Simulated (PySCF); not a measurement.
C7H11 (doublet state).
Cartesian coordinates in Å at the GFN2-xTB level; atoms count from 1:
```
atom  x, y, z in Å
C1    -2.6441    1.1692    0.0940
C2    -1.3287    0.5656    0.3454
C3    -1.1363   -0.7558   -0.4338
C4     0.2632   -1.3345   -0.2156
C5     1.3237   -0.4338   -0.7824
C6     2.2656    0.1193   -0.0831
C7     3.2025    0.6612    0.6268
H8    -3.4149    1.1630    0.8388
H9    -2.8916    1.5212   -0.8891
H10   -1.1918    0.3686    1.4100
H11   -0.5282    1.2411    0.0172
H12   -1.8863   -1.4775   -0.1035
H13   -1.2958   -0.5671   -1.4976
H14    0.4402   -1.4852    0.8510
H15    0.3225   -2.3072   -0.7131
H16    1.2596   -0.2445   -1.8470
H17    3.0774    1.6260    1.0929
H18    4.1544    0.1768    0.7789
```

The hyperfine couplings belong to this conformer and change with its torsions.

As a line formula: `[CH2]CCCC=C=C` [radical].

Level of theory: PySCF, UKS B3LYP, pcH-1 on C H, non-relativistic, mean-field spin-orbit, GIAO. The structure is a single GFN2-xTB conformer in the gas phase; no vibrational or solvent corrections. The geometry wasn't refined by DFT: couplings that depend on bond lengths, twists or pyramidal angles can differ widely from those at the functional's own minimum. The SCF solution wasn't tested for stability.

Principal values of hyperfine tensors in MHz (contact and dipolar terms together), for some of the nuclei:

```
atom  isotope       A1      A2      A3
 H11       1H    86.21   87.61  101.07
  C3      13C    71.96   72.10   89.97
  H8       1H  -103.38  -63.58  -24.58
  H9       1H  -101.27  -62.44  -23.00
  C2      13C   -34.84  -31.32  -30.40
 H10       1H     0.31    1.32   14.41
 H12       1H   -10.18   -6.45    3.42
  C4      13C     2.87    2.93    7.14
```

Question: Split each tensor into its isotropic and traceless parts, and turn a_iso into mT with g = 2.0026.

Answer: a_iso = (A1 + A2 + A3)/3, Ti = Ai − a_iso; 1 mT corresponds to 28.029 MHz.

```
atom  a_iso (MHz)  a_iso (mT)      T1     T2     T3
 H11        91.63       3.269   -5.42  -4.02   9.44
  C3        78.01       2.783   -6.05  -5.91  11.96
  H8       -63.85      -2.278  -39.53   0.27  39.27
  H9       -62.24      -2.220  -39.04  -0.20  39.24
  C2       -32.18      -1.148   -2.65   0.87   1.79
 H10         5.35       0.191   -5.03  -4.03   9.07
 H12        -4.40      -0.157   -5.78  -2.04   7.82
  C4         4.31       0.154   -1.45  -1.38   2.83
```

Question: What spin density at the nucleus of H9 lies behind its contact coupling (g_N = 5.58569)?

Answer: a_FC = (2μ0/3) gₑ μB g_N μN ρ(0)/(2S·h) = 800.24 MHz × g_N × ρ(0)/(2S), with ρ in bohr⁻³. With a_FC = -62.24 MHz and 2S = 1, ρ(0) = -0.01392 bohr⁻³. In magnitude that is 4.4 % of the 1/π = 0.318 of a free hydrogen atom.

Question: C1 (13C, g_N = 1.40482) isn't in the table. Its spin density at the nucleus is 0.08097 bohr⁻³. What is its contact coupling?

Answer: By the same relation, a_FC = 91.0 MHz. Its full tensor has the principal values 10.00, 10.78, 252.31 MHz.

Question: In a single crystal, with the field along each principal axis of the tensor of H8 in turn, what first-order splitting does this nucleus give (isotropic g, quadrupole terms neglected)?

Answer: 2 lines (I = 1/2), spaced by |A_i|/(g × 13.996): 3.69, 2.27, 0.88 mT along the axes of A1, A2 and A3.
